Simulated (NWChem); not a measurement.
The numbers come from NWChem runs, not from measurements. System: BiF3, charge 1, spin multiplicity 2, at the geometry of a parent with another charge or spin, in a state set for the comparison that need not be this species' ground state. Its SCF solution wasn't tested for a lower state. Level: ROCCSD(T)/def2-SVP with def2 effective core potentials on Bi, 7 core orbitals frozen.

Part of the output:

```
             Northwest Computational Chemistry Package (NWChem) 7.3.0
             --------------------------------------------------------

                                NWChem Input Module
                                -------------------

 Scaling coordinates for geometry "geometry" by  1.889725989
 (inverse scale =  0.529177249)

 Turning off AUTOSYM since
 SYMMETRY directive was detected!

                             Geometry "geometry" -> ""
                             -------------------------

 Output coordinates in angstroms (scale by  1.889725989 to convert to a.u.)

  No.       Tag          Charge          X              Y              Z
 ---- ---------------- ---------- -------------- -------------- --------------
    1 Bi                  83.0000     0.00225700     0.25408100     0.00000000
    2 F                    9.0000    -0.88749300    -0.77322600     1.52526200
    3 F                    9.0000    -0.88749300    -0.77322600    -1.52526200
    4 F                    9.0000     1.75416900    -0.79673800     0.00000000

 Effective nuclear repulsion energy (a.u.)     622.6461467950

            Nuclear Dipole moment (a.u.)
            ----------------------------
        X                 Y               Z
 ---------------- ---------------- ----------------
    -0.0000415740     0.0000245664     0.0000000000

      Symmetry information
      --------------------

 Group name             Cs
 Group number              2
 Group order               2
 No. of unique centers     3

      Symmetry unique atoms

     1    2    4


 Summary of "ao basis" -> "" (spherical)
 ------------------------------------------------------------------------------
       Tag                 Description            Shells   Functions and Types
 ---------------- ------------------------------  ------  ---------------------
 *                          def2-svp                  on all atoms

 Summary of "ao basis" -> "ao basis" (spherical)
 ------------------------------------------------------------------------------
       Tag                 Description            Shells   Functions and Types
 ---------------- ------------------------------  ------  ---------------------
 Bi                         def2-svp                10       26   4s4p2d
 F                          def2-svp                 6       14   3s2p1d

                                 NWChem SCF Module
                                 -----------------
[...]
            ------------------
          Available GA space size is     249027552 doubles
          Available MA space size is     104848668 doubles

 Maximum block size supplied by input
 Maximum block size        24 doubles

 tile_dim =     17

 -------------------------------------------------
   1    alpha     a'    10 doubles       0       1
   2    alpha     a'     1 doubles      10       2
   3    alpha     a"     7 doubles      11       3
   4    beta      a'    10 doubles      18       4
   5    beta      a"     7 doubles      28       5
   6    alpha     a'    13 doubles      35       6
   7    alpha     a'    13 doubles      48       7
   8    alpha     a"    17 doubles      61       8
   9    beta      a'     1 doubles      78       9
  10    beta      a'    13 doubles      79      10
  11    beta      a'    13 doubles      92      11
  12    beta      a"    17 doubles     105      12

 Global array virtual files algorithm will be used

 Parallel file system coherency ......... OK

 4-electron integrals stored in orbital form

 v2    file size   =          1509626
 4-index algorithm nr.  13 is used
 imaxsize =       30
 imaxsize ichop =        0


CCSD iterations
 ---------------------------------------------------------
 Iter          Residuum       Correlation     Cpu    Wall
 ---------------------------------------------------------
    1   0.2606659869310  -0.7190593857709     0.5     0.5
    2   0.0714566291740  -0.6824717420174     0.5     0.5
    3   0.0489710838624  -0.7079909458451     0.6     0.6
    4   0.0309622721448  -0.7005342928858     0.5     0.5
    5   0.0306214993073  -0.7078450726632     0.6     0.6
    6   0.0092729340109  -0.7059769918837     0.5     0.5
    7   0.0054965455578  -0.7063764311247     0.6     0.6
    8   0.0067180206012  -0.7058784984331     0.5     0.5
    9   0.0032829023493  -0.7064745295905     0.6     0.6
   10   0.0058769750917  -0.7060924079040     0.6     0.6
   11   0.0011275623376  -0.7066436139853     0.6     0.6
   12   0.0012498073361  -0.7065072382397     0.5     0.5
   13   0.0005387567555  -0.7065867924446     0.6     0.6
   14   0.0010145748034  -0.7065229434513     0.6     0.6
   15   0.0004846817858  -0.7065896047195     0.6     0.6
   16   0.0001592476092  -0.7065717046423     0.5     0.5
   17   0.0002310211618  -0.7065641112435     0.5     0.5
   18   0.0001015117034  -0.7065679997295     0.5     0.5
   19   0.0002099099567  -0.7065679272352     0.5     0.5
   20   0.0001207624126  -0.7065737540357     0.5     0.5
   21   0.0000254377218  -0.7065793615787     0.5     0.5
   22   0.0000330172411  -0.7065756356570     0.5     0.5
   23   0.0000149120399  -0.7065780776264     0.5     0.5
   24   0.0000300967591  -0.7065761028567     0.5     0.5
   25   0.0000259315415  -0.7065781314838     0.5     0.5
   26   0.0000062790401  -0.7065776176381     0.5     0.5
   27   0.0000072943248  -0.7065769884348     0.5     0.5
   28   0.0000068661165  -0.7065776158476     0.5     0.5
   29   0.0000245030770  -0.7065771470931     0.5     0.5
   30   0.0000946464948  -0.7065776835834     0.5     0.5
   31   0.0000018281903  -0.7065775657508     0.6     0.6
   32   0.0000014117536  -0.7065775010958     0.5     0.5
   33   0.0000019121764  -0.7065776420439     0.5     0.5
   34   0.0000063985797  -0.7065775673220     0.5     0.5
   35   0.0000251469204  -0.7065776506746     0.5     0.5
   36   0.0000005167492  -0.7065776687422     0.5     0.5
 -----------------------------------------------------------------
 Iterations converged
 CCSD correlation energy / hartree =        -0.706577668742158
 CCSD total energy / hartree       =      -511.894103099350957

 Singles contributions
    25a'  (beta ) ---    17a'  (beta )       -0.1712412643

 Doubles contributions
 CCSD(T)
 Using plain CCSD(T) code
             total no. of tasks          373
 total no. of tasks / no. procs          373
                         wl_min          490           2.8
                         wl_max      3757000          12.5
        thresh for no. of tasks          373

 CCSD[T]  correction energy / hartree =        -0.027128891420640
 CCSD[T] correlation energy / hartree =        -0.733706560162798
 CCSD[T] total energy / hartree       =      -511.921231990771616
 CCSD(T)  correction energy / hartree =        -0.022183262971986
 CCSD(T) correlation energy / hartree =        -0.728760931714144
 CCSD(T) total energy / hartree       =      -511.916286362322921

 Task  times  cpu:       43.6s     wall:       43.6s

 Total times  cpu:       43.6s     wall:       43.6s
```

Task: Write an NWChem input that would produce this output.

Result: Several could match; the one computed here: 
```
start mol
memory heap 100 mb stack 700 mb global 1900 mb
charge 1
geometry units angstroms nocenter noautoz
  Bi     0.002257     0.254081     0.000000
  F     -0.887493    -0.773226     1.525262
  F     -0.887493    -0.773226    -1.525262
  F      1.754169    -0.796738     0.000000
  symmetry group Cs
end
basis spherical
  * library def2-svp
end
ecp
  Bi library def2-ecp
end
scf
  rohf
  nopen 1
  maxiter 100
  thresh 1e-7
  semidirect memsize 60000000 filesize 0
  # guess.movecs holds the orbitals of an unrestricted PBE0 run
  vectors input guess.movecs output mol.movecs
end
tce
  freeze core 7
  ccsd(t)
  2eorb
  2emet 13
  thresh 1e-6
  maxiter 100
  tilesize 24
end
task tce energy
```
